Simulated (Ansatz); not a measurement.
Reaction (substitution at a C–O bond): `CO[Si](O)(Cl)Cl` + `C[S][Zn][SH]` → `C[S][Zn][S]C` + `O[Si](O)(Cl)Cl`

Isolated molecules relaxed with PBE0-D4/def2-TZVP in Ansatz; ΔE leaves out vibrations. CCSD(T)/CBS adds triple-zeta CCSD(T) − MP2 to the extrapolated MP2 energy (def2 sets, frozen cores). Functionals use def2-TZVPP. B3LYP here is the variant with VWN-RPA as its local correlation; programs differ in this. For Zn outer-core shells are correlated without core-valence functions, which leaves a few kJ/mol of doubt a bond. Scalar relativity is left out up to krypton. Each species was taken in one conformer, which may not be the lowest.

| level | ΔE (kJ/mol) |
| --- | --- |
| PBE-D4 | -27.4 |
| B3LYP-D4 | -20.5 |
| ωB97X-V | -19.9 |
| PBE | -28.7 |
| PBE0 | -27.0 |
| HF/def2-TZVPP | -12.8 |
| MP2/def2-TZVPP | -27.5 |
| CCSD(T)/def2-TZVPP | -21.4 |

Question: What does CCSD(T)/CBS give? (An estimate is asked.)

Answer: Ansatz gave: -25.6 kJ/mol. The listed levels differ from it by -1.8, 5.1, 5.7, -3.1, -1.4, 12.8, -1.9, 4.2 kJ/mol.

Largest T1 diagnostic among the species: 0.014.

In def2-TZVPP, CCSD(T) changes the Hartree–Fock value by −8.6 kJ/mol (the triples alone add −1.6 kJ/mol) and MP2 by −14.7 kJ/mol.
